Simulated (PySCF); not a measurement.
## Rh+ (rhodium, charge +1) across methods

[Kr] 4d7 5p1, one real determinant (an excited configuration). Computed with PySCF 2.14 in aug-cc-pwCVTZ-DK (11s10p8d4f3g, 136 functions), with the spin-free X2C one-electron Hamiltonian (Gaussian nucleus).

```csv
method,E (hartree),mean ε 4d α (eV),mean ε 4d β (eV),mean ε 5p α (eV),Σ⟨r²⟩ (bohr²),⟨S²⟩
BP86,-4783.52,-18.945,-17.163,-8.577,45.37,6.001
BLYP,-4783.11,-18.642,-16.962,-8.282,45.69,6.001
LDA,-4777.72,-19.005,-17.060,-8.566,45.30,6.000
MN15,-4786.27,-21.520,-19.671,-9.433,45.36,6.002
UHF,-4780.59361,-25.854,-23.288,-10.203,46.70,6.005
r2SCAN,-4782.94,-19.295,-17.237,-8.549,45.34,6.003
PBE,-4782.55,-18.872,-16.986,-8.450,45.53,6.001
PBE0,-4782.62,-20.819,-18.786,-9.005,45.57,6.002
```

⟨L²⟩ = 13.75 against 20 for a pure G term, so this real determinant mixes terms.
